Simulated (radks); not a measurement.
Results of a calculation; reference values are marked as such.
Task: All-electron atom: Cr2+ in [Ar] 3d4. Code: a radial shooting solver on a logarithmic mesh with Libxc functionals. Model: non-relativistic Kohn-Sham, PBE, spin-unpolarised, spherical densities, point nucleus; hard spherical wall at 3 bohr. Some entries of the table are withheld. Estimate them.

| orbital | occ. | eigenvalue (hartree) | <r> (bohr) |
|---|---|---|---|
| 1s | 2 | (1) | 0.06419 |
| 2s | 2 | (2) | 0.2960 |
| 2p | 6 | -21.15769 | (3) |
| 3s | 2 | -3.31200 | 0.9095 |
| 3p | 6 | -2.30248 | (4) |
| 3d | 4 | -0.69381 | 1.103 |
| 4s | 0 | -0.08025 | 1.794 |
| 4p | 0 | 0.30831 | 1.796 |
| 4d | 0 | 1.00957 | 1.696 |

Result: 
(1) 1s eigenvalue (hartree): -215.0162
(2) 2s eigenvalue (hartree): -24.79019
(3) 2p <r> (bohr): 0.2610
(4) 3p <r> (bohr): 0.9608
